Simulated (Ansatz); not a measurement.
Born–Oppenheimer molecular dynamics of F$_{5}$HW (7 atoms, charge 0, multiplicity 1). It starts at the highest image of a converged band, a first-order saddle point between two minima.

The calculation used RKS B3LYP-D4/def2-SVP in Ansatz 0.2.0.

```json
{
 "ensemble": "NVE (velocity Verlet)",
 "time step": "0.5 fs",
 "steps asked": "200",
 "starting velocities drawn for": "100 K",
 "seed": "4865"
}
```

First frame:

```xyz
7
Properties=species:S:1:pos:R:3
W -0.223 0.000 -0.043
H 0.971 -0.002 1.320
F 1.852 0.002 0.552
F -0.249 1.821 0.247
F -2.075 0.001 0.100
F -0.251 -1.821 0.243
F 0.785 -0.001 -1.609
```

Task: How far do the bonds stretch over the last three quarters of this one trajectory? (Pairs bonded in most of those frames.)

Result: 
```
 bond  mean (Å)  spread (Å)  shortest  longest
W1–F3     2.637       0.347      2.16     3.29
W1–F4     1.848       0.005      1.84     1.86
W1–F5     1.853       0.020      1.82     1.88
W1–F6     1.851       0.010      1.83     1.87
W1–F7     1.862       0.024      1.82     1.90
H2–F3     0.938       0.016      0.92     1.00
```

Mean temperature of the second half: 677 K. The conserved energy stayed within 0.011 meV per atom of its start (net change 0.0021 meV per atom), so the integration is sound. The kinetic energy rose, since the run started high on the potential surface and went downhill. It ends in pieces (F4W + FH), so much of that is their flight and rotation, not heat. A run of 0.1 ps of so small a system gives no equilibrium averages. The orbitals stay closed-shell, which can raise the energy where a bond breaks towards radicals; this wasn't checked here.

Time of the run: 11 min on 2 threads of Arm Neoverse V2, on a shared host, peak memory 0.24 GiB.
